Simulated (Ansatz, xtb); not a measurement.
C7H10O: which of two isomers lies lower

We compare a, `C=C1CCC(=O)[C@@H]1C`, a singlet, with b, `CC1=CCC(=O)[C@@H]1C`, a singlet. Both are isolated molecules in the gas phase, relaxed with PBE-D3(BJ)/def2-SVP, each in the lowest conformer that the search found.

Quicker runs give these differences E(b) − E(a): GFN2-xTB −3.5 kcal/mol; HF/STO-3G −4.9 kcal/mol (at GFN2-xTB geometries); r2SCAN-D4/def2-SVP −4.3 kcal/mol (at GFN2-xTB geometries).

Q: Estimate E(b) − E(a) at the level CCSD(T)/def2-SVP + ΔMP2/def2-TZVPP.

A: Calculated at CCSD(T)/def2-SVP + ΔMP2/def2-TZVPP: E(b) − E(a) = −3.3 kcal/mol, so structure b lies lower.

The same difference at several levels:

```csv
level,geometry,E(b) − E(a) (kcal/mol),departure from the last row (kcal/mol),"job, with rough time for the two"
GFN2-xTB,GFN2-xTB,−3.5,−0.2,"optimisation, 0.2 s"
HF/STO-3G,GFN2-xTB,−4.9,−1.6,"single point, 0.82 s"
r2SCAN-D4/def2-SVP,GFN2-xTB,−4.3,−1.0,"single point, 11 s"
PBE-D3(BJ)/def2-SVP,PBE-D3(BJ)/def2-SVP,−3.8,−0.5,"optimisation, 84 s"
HF/def2-SVP,PBE-D3(BJ)/def2-SVP,−4.1,−0.8,part of the CCSD(T) run
MP2/def2-SVP,PBE-D3(BJ)/def2-SVP,−4.1,−0.8,part of the CCSD(T) run
CCSD(T)/def2-SVP,PBE-D3(BJ)/def2-SVP,−3.8,−0.5,single point
CCSD(T)/def2-SVP + ΔMP2/def2-TZVPP,PBE-D3(BJ)/def2-SVP,−3.3,,"single point, 5.9 min"
```

As drawn, both hold the same kinds of bond in the same numbers. Structure a has 1 methyl group, b 2.

None of the levels shown reverses the order. The largest departure from CCSD(T)/def2-SVP + ΔMP2/def2-TZVPP is that of HF/STO-3G, 1.6 kcal/mol. The last row adds to CCSD(T) the change of the MP2 difference between the two basis sets, here +0.5 kcal/mol.

With thermal terms from frequencies at re-optimised GFN2-xTB minima (ideal gas, soft modes damped towards free rotors, one conformer each, 298.15 K, 1 atm): on the last row, ΔE + ΔZPE = −3.6, ΔH = −3.4, ΔG = −3.8 kcal/mol.

The correlated steps freeze 8 core orbitals. Programs: Ansatz 0.2.0, xtb 6.7.1; the last row on 2 threads of Arm Neoverse V1 on a shared host.
